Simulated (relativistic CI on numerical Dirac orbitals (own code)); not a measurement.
# Level scheme of Ho51+

Calculated at this level of theory: Dirac-Coulomb-Breit CI, KLI orbitals optimised for each configuration, model QED (radiative potential, 1s self-energy scaled to tabulated hydrogen-like ionisation energies), unscaled Slater integrals (own radial code, finite nucleus).

Configurations in the expansion (outside the closed core [Ne]): 3s2.3p4, 3s.3p5, 3s2.3p3.3d, 3p6, 3s.3p4.3d, 3p5.3d, 3s.3p3.3d2, 3s2.3p2.3d.4p, 3p5.4s, 3s.3p3.3d.4s, 3s2.3p3.4s, 3p5.4p, 3s2.3p3.4p, 3s2.3p3.4d, 3p4.3d.4p, 3s.3p4.4s, 3s2.3p3.4f, 3s.3p4.4p, 3s.3p4.4d, 3s.3p4.4f, 3s2.3p3.5s, 3s2.3p3.5p, 3s2.3p2.4s.4p, 3s2.3p3.5d, 3s2.3p3.5f, 3s2.3p3.5g, 3s.3p3.4s2, 3s.3p4.5s, 3s2.3p2.3d2, 3s2.3p.3d3, 3s.3p2.3d3, 3s2.3p.3d2.4s, 3s2.3p.3d2.4p, 3s2.3p.3d2.4d, 3p4.3d2, 3p3.3d3, 3p3.3d2.4s, 3p3.3d2.4p, 3p3.3d2.4d, 3s2.3p2.3d.4s, 3s.3p2.3d2.4s, 3s2.3p.3d.4s2, 3s2.3p.3d.4s.4p, 3s2.3p.3d.4s.4d, 3p4.3d.4s, 3p3.3d.4s2, 3p3.3d.4s.4p, 3p3.3d.4s.4d, 3s2.3p2.4s2, 3s.3p2.3d.4s2, 3s2.3p.4s2.4p, 3s2.3p.4s2.4d, 3s2.3p2.4p2, 3s2.3p.3d.4p2, 3s.3p2.3d.4p2, 3s2.3p.4s.4p2, 3s2.3p.4p3, 3s2.3p.4p2.4d, 3s.3p3.4s.4p, 3s.3p2.3d.4s.4p, 3s.3p2.4s2.4p, 3s.3p2.4s.4p2, 3s.3p2.4s.4p.4d. Double excitations out of closed p, d and f shells are left out; levels of such configurations are missing from the list, as are those of other unlisted configurations, and high levels can miss mixing partners. These lack a partner that the ground configuration has and come out too high: 3s2.3p3.4f, 3s.3p4.4p, 3s.3p4.4d, 3s.3p4.4f, 3s2.3p3.5s.

The lowest level is 3s2.3p4 3P_2, with 69 % of that term; Hund's rules for 3s2.3p4 give 3P with J = 2, in agreement.

| No. | Configuration | Term | J | E (eV) | % | Next component (%) | jj configuration (%) |
| --- | --- | --- | --- | --- | --- | --- | --- |
| 1 | 3s2.3p4 | 3P | 2 | 0.000 | 69 | 30 1D | 3p3/2^2 (99) |
| 2 | 3s2.3p4 | 1S | 0 | 17.561 | 62 | 36 3P | 3p3/2^2 (99) |
| 3 | 3p3(2P°).3d | 3D° | 2 | 206.617 | 31 | 30 3F° | 3p3/2 3d3/2 (98) |
| 4 | 3p3(2P°).3d | 3D° | 1 | 213.659 | 31 | 27 3P° | 3p3/2 3d3/2 (98) |
| 5 | 3p3(2P°).3d | 3P° | 0 | 214.204 | 59 | 29 5D° | 3p3/2 3d3/2 (99) |
| 6 | 3p3(2P°).3d | 3F° | 3 | 214.470 | 28 | 20 3G° | 3p3/2 3d3/2 (96) |
| 7 | 3s2.3p4 | 3P | 1 | 214.657 | 99 | 1 3s2.3p2.3d2 3P | 3p1/2 3p3/2^3 (99) |
| 8 | 3s2.3p4 | 1D | 2 | 223.436 | 68 | 30 3P | 3p1/2 3p3/2^3 (99) |
| 9 | 3p3(2P°).3d | 3F° | 4 | 260.623 | 49 | 28 5D° | 3p3/2 3d5/2 (99) |
| 10 | 3p3(2D°).3d | 3D° | 2 | 264.884 | 33 | 30 3P° | 3p3/2 3d5/2 (95) |
| 11 | 3p3(2P°).3d | 3D° | 3 | 283.395 | 39 | 20 1F° | 3p3/2 3d5/2 (93) |
| 12 | 3p3(4S°).3d | 3D° | 1 | 293.066 | 37 | 30 3P° | 3p3/2 3d5/2 (96) |
| 13 | 3s.3p5 | 3P° | 2 | 373.172 | 83 | 7 3s2.3p3.3d 3P° | 3s 3p3/2^3 (83) |
| 14 | 3s.3p5 | 1P° | 1 | 392.051 | 36 | 28 3P° | 3s 3p3/2^3 (63) |
| 15 | 3p3(2D°).3d | 3F° | 2 | 412.950 | 45 | 28 5D° | 3p1/2 3p3/2^2 3d3/2 (97) |
| 16 | 3p3(4S°).3d | 5D° | 0 | 413.989 | 51 | 27 1S° | 3p1/2 3p3/2^2 3d3/2 (97) |
| 17 | 3p3(2D°).3d | 3D° | 1 | 414.851 | 48 | 33 5D° | 3p1/2 3p3/2^2 3d3/2 (89) |
| 18 | 3p3(2D°).3d | 3F° | 3 | 420.135 | 31 | 31 3G° | 3p1/2 3p3/2^2 3d3/2 (96) |
| 19 | 3p2(1S).3d2(3F) | 3F | 2 | 422.092 | 39 | 25 5G | 3p1/2^2 3d3/2^2 (98) |
| 20 | 3p3(2D°).3d | 3G° | 4 | 428.214 | 50 | 36 1G° | 3p1/2 3p3/2^2 3d3/2 (99) |
| 21 | 3p3(2P°).3d | 3F° | 2 | 439.349 | 63 | 24 1D° | 3p1/2 3p3/2^2 3d3/2 (95) |
| 22 | 3p2(1S).3d2(3P) | 3P | 0 | 443.336 | 53 | 28 5D | 3p1/2^2 3d3/2^2 (90) |
| 23 | 3s2.3p4 | 3P | 0 | 444.762 | 58 | 34 1S | 3p3/2^4 (92) |
| 24 | 3p3(2D°).3d | 3D° | 3 | 452.614 | 47 | 21 1F° | 3p1/2 3p3/2^2 3d3/2 (90) |
| 25 | 3p3(2D°).3d | 3P° | 2 | 458.299 | 31 | 26 3D° | 3p1/2 3p3/2^2 3d3/2 (87) |
| 26 | 3p3(2D°).3d | 3S° | 1 | 462.275 | 40 | 20 3P° | 3p1/2 3p3/2^2 3d3/2 (80) |
| 27 | 3p3(4S°).3d | 3D° | 3 | 463.431 | 51 | 23 3F° | 3p1/2 3p3/2^2 3d5/2 (94) |
| 28 | 3p3(4S°).3d | 5D° | 4 | 463.773 | 52 | 21 3G° | 3p1/2 3p3/2^2 3d5/2 (99) |
| 29 | 3p3(2P°).3d | 3D° | 1 | 474.179 | 36 | 27 1P° | 3p1/2 3p3/2^2 3d3/2 (70) |
| 30 | 3p3(2D°).3d | 3F° | 4 | 474.979 | 71 | 26 1G° | 3p1/2 3p3/2^2 3d5/2 (98) |
| 31 | 3p3(4S°).3d | 3D° | 1 | 476.953 | 41 | 29 1P° | 3p1/2 3p3/2^2 3d5/2 (76) |
| 32 | 3p3(2D°).3d | 3G° | 5 | 478.032 | 99 | 1 3s.3p3.3d2 3G° | 3p1/2 3p3/2^2 3d5/2 (99) |
| 33 | 3p3(2D°).3d | 1S° | 0 | 478.301 | 49 | 46 3P° | 3p1/2 3p3/2^2 3d5/2 (94) |
| 34 | 3p2(1S).3d2(3F) | 3F | 3 | 478.983 | 30 | 24 5G | 3p1/2^2 3d3/2 3d5/2 (95) |
| 35 | 3p2(1S).3d2(3P) | 3P | 2 | 488.892 | 23 | 17 3F | 3p1/2^2 3d3/2 3d5/2 (94) |
| 36 | 3p2(3P).3d2(3P) | 5D | 1 | 492.474 | 35 | 35 3P | 3p1/2^2 3d3/2 3d5/2 (94) |
| 37 | 3p2(3P).3d2(1G) | 3F | 4 | 493.905 | 25 | 22 1G | 3p1/2^2 3d3/2 3d5/2 (93) |
| 38 | 3p3(2P°).3d | 3D° | 2 | 494.153 | 48 | 35 3P° | 3p1/2 3p3/2^2 3d5/2 (98) |
| 39 | 3p3(2P°).3d | 3F° | 3 | 500.541 | 35 | 34 1F° | 3p1/2 3p3/2^2 3d5/2 (99) |
| 40 | 3p3(4S°).3d | 3D° | 2 | 503.641 | 45 | 19 3F° | 3p1/2 3p3/2^2 3d5/2 (94) |
| 41 | 3p3(2D°).3d | 1P° | 1 | 507.751 | 31 | 31 3S° | 3p1/2 3p3/2^2 3d5/2 (90) |
| 42 | 3p3(2D°).3d | 1F° | 3 | 511.024 | 47 | 22 3D° | 3p1/2 3p3/2^2 3d5/2 (91) |
| 43 | 3p3(2D°).3d | 1D° | 2 | 516.175 | 40 | 39 3P° | 3p1/2 3p3/2^2 3d5/2 (92) |
| 44 | 3p2(1S).3d2(3F) | 3F | 4 | 543.981 | 24 | 15 3G | 3p1/2^2 3d5/2^2 (88) |
| 45 | 3p2(3P).3d2(1D) | 3F | 2 | 552.221 | 20 | 17 3P | 3p1/2^2 3d5/2^2 (91) |

Energies count from the lowest computed level; ° marks odd parity. Percentages are summed over parent terms; the parents shown are those of the largest component, closed shells are left out there. Filled j subshells are mostly left out of the jj labels.

The mean weight of the leading LS term, summed over parents, in these 45 levels is 46 %, and that of the leading jj configuration (from the same eigenvectors) 93 %, so jj coupling describes them better and the LS labels are nominal.

At this charge energies of transitions that change n are usually good to better than 1 %, and those within a shell (Δn = 0) to a few per cent.

LS names give the leading component of a level, which can be under half, so a name can repeat, a term be missing and a line seem to break the LS rules.
